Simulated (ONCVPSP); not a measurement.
## Scattering properties, ONCV potential for vanadium

```json
{
 "Element": "vanadium",
 "Generator": "ONCVPSP 4.0.1",
 "Type": "optimised norm-conserving Vanderbilt (ONCV)",
 "Functional": "LDA (Perdew-Zunger)",
 "Relativity": "scalar-relativistic",
 "Frozen core": "[Ne] 3s2",
 "Valence charge": "11",
 "Reference configuration": "3p6 3d3 4s1.5 4p0.5",
 "Partial waves": "4s: rc 2.35 bohr, ncon 4, nbas 7, qcut 3.5 1/bohr, 1 projector; 3p+4p: rc 2.05 bohr, ncon 3, nbas 6, qcut 7.9 1/bohr, 2 projectors; 3d: rc 2.25 bohr, ncon 4, nbas 8, qcut 7.4 1/bohr, 3 projectors, debl 2 Ha",
 "Local potential": "polynomial inside 1.60 bohr (lpopt 5, dvloc0 6 Ha)",
 "Core correction": "polynomial model core, fcfact 0.3"
}
```

The phase is arctan(r·R′/R) of the radial function R(r), unwrapped; energies in Ha, scanned from -3 to 5 Ha. A pole is an energy at which the radial function vanishes at the test radius. The pseudo phase is shifted by a multiple of π to meet the all-electron one at the reference energy, and phase errors are pseudo minus all-electron; the curves can meet again beyond the range given. Levels narrower than the energy grid can be missing from the lists of poles.

Task: For each channel, where are the poles, and over which energies does the pseudopotential scatter like the atom?

Result:

| channel | radius (bohr) | reference energy (Ha) | poles, all-electron | poles, pseudo | unbroken range about the reference energy with phases within 0.05 rad | phase error 1 Ha above the reference energy (rad) |
| --- | --- | --- | --- | --- | --- | --- |
| s | 2.38 | -0.19 | -2.57, 1.49 | 1.09, 3.25 | -2.3 to 0.9 | -0.043 |
| p | 2.08 | -0.07 | -1.53, 3.15 | -1.53, 3.18 | the whole range | +0.001 |
| d | 2.29 | -0.22 | -0.03, 3.02 | -0.03, 3.02 | the whole range | +0.000 |

Phases in the s channel:

| E (Ha) | all-electron | pseudo |
| --- | --- | --- |
| -2.98 | 1.310 | -1.804 |
| -2.54 | -1.679 | -1.834 |
| -2.10 | -1.845 | -1.876 |
| -1.66 | -1.920 | -1.943 |
| -1.22 | -2.043 | -2.063 |
| -0.78 | -2.327 | -2.347 |
| -0.34 | -3.208 | -3.213 |
| 0.10 | -4.165 | -4.175 |
| 0.54 | -4.482 | -4.510 |
| 0.98 | -4.619 | -4.676 |
| 1.42 | -4.702 | -4.845 |
| 1.86 | -4.769 | -5.731 |
| 2.30 | -4.841 | -7.582 |
| 2.74 | -4.947 | -7.762 |
| 3.18 | -5.184 | -7.843 |
| 3.62 | -6.177 | -7.911 |
| 4.06 | -7.328 | -8.001 |
| 4.50 | -7.595 | -8.220 |
| 4.94 | -7.697 | -9.750 |
